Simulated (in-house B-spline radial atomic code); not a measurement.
One electron outside the [He] 2s2 2p6 core: Mo XXXII (Mo31+)

Computed with a B-spline radial code for spherical atoms, no-pair Dirac-Coulomb Hamiltonian, finite nucleus. Rungs: frozen-core Dirac-Hartree-Fock (DHF); Brueckner orbitals from the second-order correlation potential; the same with the Coulomb interaction screened by the core and the hole-particle interaction summed; Breit and QED terms from differences of relaxed Dirac-Fock atoms, where computed. Partial waves beyond l = 6 are extrapolated. The tables show a selection of states; those near core-excited levels, with erratic corrections or far from their DHF start are never shown.

Command:
```bash
python run_mb.py task.json out
```
Settings (nuclear radius in fm, box in bohr, cutoff in hartree):
```
basis_form          2
Z                   42
core_configuration  [He] 2s2 2p6
rms_radius          4.4091
mass_number         98
speed_of_light      137.036
box_radius          6.6
lmax                6
intervals           60
virtual_cutoff      3528.0
```

Run time, properties included: 25 s on 1 thread of Intel(R) Xeon(R) Platinum 8488C, on a shared host.

Removal energies (eV):

| state | DHF | second order | screened | Breit + QED | final |
| --- | --- | --- | --- | --- | --- |
| 3s1/2 | 1791.45 | 1792.25 | 1792.24 | -1.37 | 1790.88 |
| 3p1/2 | 1720.98 | 1721.99 | 1721.98 | -1.29 | 1720.69 |
| 3p3/2 | 1693.81 | 1694.77 | 1694.76 | -0.843 | 1693.91 |
| 3d3/2 | 1601.27 | 1602.4 | 1602.39 | -0.547 | 1601.85 |
| 3d5/2 | 1595.49 | 1596.57 | 1596.56 | -0.256 | 1596.31 |
| 4s1/2 | 968.962 | ? | ? | ? | ? |
| 4p1/2 | 940.07 | 940.487 | 940.479 | -0.511 | 939.968 |
| 4p3/2 | 929.114 | 929.516 | 929.508 | -0.329 | 929.179 |
| 4d3/2 | 894.352 | ? | ? | ? | ? |
| 4d5/2 | 891.829 | 892.2 | 892.195 | -0.095 | 892.1 |

Q: What does correlation do to 4d3/2?

A: It adds 0.386 eV to the removal energy in second order and 0.3806 eV with screening; Breit and QED add -0.203 eV, for a final 894.53 eV.

Q: What does correlation do to 4s1/2?

A: It adds 0.3469 eV to the removal energy in second order and 0.3409 eV with screening; Breit and QED add -0.536 eV, for a final 968.767 eV.

Q: How does the lowest state compare with the NIST ionisation energy?

A: 3s1/2 is bound by 1790.9 eV, without recoil; NIST lists 1790.93 ± 0.06 eV (semi-empirical), a difference of -0.054 eV.

Electric-dipole lines from 3s1/2 (reduced matrix elements in atomic units, length form, static core polarisation, sign of DHF taken positive):

```json
{"upper": "3p1/2", "DHF": "0.2899", "+ core polarisation": "0.2861", "+ Brueckner": "0.2859", "λ (nm)": "17.664", "A (s⁻¹)": "1.5e+10"}
{"upper": "3p3/2", "DHF": "0.4149", "+ core polarisation": "0.4095", "+ Brueckner": "0.4093", "λ (nm)": "12.787", "A (s⁻¹)": "4.06e+10"}
```

Q: What radiative lifetime does 3d3/2 get from its electric-dipole decays?

A: The rates to lower computed states sum to 5.93e+10 s⁻¹, a lifetime of 0.0169 ns.

Magnetic hyperfine constants per unit nuclear g factor (MHz, nucleus as a uniformly magnetised ball; they apply to isotopes with nuclear spin):

| state | DHF | + core polarisation | + Brueckner |
| --- | --- | --- | --- |
| 3s1/2 | 572500 | 592700 | 594000 |
| 3p1/2 | 177900 | 184900 | 185300 |
| 3p3/2 | 30400 | 29520 | 29580 |
| 4s1/2 | 228700 | 235900 | 236200 |
| 4p1/2 | 71930 | 74380 | 74480 |
| 4p3/2 | 12350 | 11950 | 11970 |
